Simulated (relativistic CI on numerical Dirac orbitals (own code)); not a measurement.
# Crystal-field levels of Pt3+, 5d7

Calculated by Dirac-Coulomb-Breit CI, orbitals from a KLI potential per configuration, QED by a radiative potential, valence Slater integrals scaled by 0.9, one configuration in a parametric crystal field (own radial code). With so little scaling, terms lie 10 to 35 % too far apart, which can change the order of excited levels.

Field parameters in Wybourne normalisation: D4h B²₀ = −7Ds, B⁴₀ = 21(Dq − Dt), B⁴₄ = 21√(5/14) Dq. The field is a parameter set, without covalency.

S is read from ⟨S²⟩ = S(S + 1).

Levels (cm⁻¹, degeneracy): 0 (2), 6604 (2), 9626 (2), 9957 (2), 15047 (2), 19716 (2), 20215 (2), 22908 (2), 23269 (2), 24295 (2), 27145 (2), 29593 (2).

Task: Which field gives this pattern?
A. D4h, 10Dq = 23850, Ds = 1360, Dt = -330 cm⁻¹
B. D4h, 10Dq = 23850, Ds = 140, Dt = -330 cm⁻¹
C. D4h, 10Dq = 23850, Ds = -270, Dt = -330 cm⁻¹
D. D4h, 10Dq = 23850, Ds = 2180, Dt = -330 cm⁻¹

Result: D. D4h, 10Dq = 23850, Ds = 2180, Dt = -330 cm⁻¹, ground level with S = 0.74.
